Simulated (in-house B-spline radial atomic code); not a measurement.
A run on an ion of nuclear charge 66 with 66.3 electrons that did not converge. Method: scalar-relativistic (X2C) TPSSh, spin-polarised, spherical fractional occupations, Fermi nucleus of rms radius 5.2218 fm; computed with an all-electron radial atomic-structure program (B-spline basis).

Command:
```bash
python run_scf.py task.json out
```
Settings (nuclear radius in fm, mass in u):
```
Z                66
configuration    [Xe] 4f10.3 6s2
hamiltonian      x2c
method           tpssh
spin_polarised   True
nucleus          fermi
rms_radius       5.2218
atomic_mass      163.92918
speed_of_light   137.035999084
```

First and last ten iterations of the last attempt (damped for 15 steps, keeping 80 % of the old Fock matrix, then DIIS):
```
 iter        energy (Eh)    residual
    1      -12151.521878    2.14e-01
    2      -12146.443793    5.41e-01
    3      -12152.575077    2.98e-01
    4      -12155.074774    1.50e-01
    5      -12155.936904    8.76e-02
    6      -12156.194975    4.84e-02
    7      -12156.274996    2.97e-02
    8      -12156.307694    2.24e-02
    9      -12156.324650    1.68e-02
   10      -12156.334352    1.31e-02
  111      -12099.600387    6.16e-01
  112      -12099.588534    6.16e-01
  113      -12099.677759    6.16e-01
  114      -12099.837503    6.16e-01
  115      -12100.326231    6.16e-01
  116      -12100.288466    6.16e-01
  117      -12100.265100    6.16e-01
  118      -12151.641738    2.01e-01
  119      -12151.645622    2.01e-01
  120      -12156.324016    1.68e-02
 not converged after 120 iterations
```

The smallest residual met was 1.2e-02; the threshold is about 7e-07. No energy from this run should be used. The likely cause: this method binds the added charge weakly or not at all at the basis-set limit, so charge moves back and forth between the atom and the box. Time taken, with all properties: 11 s on 1 thread of Arm Neoverse N1 (shared host).
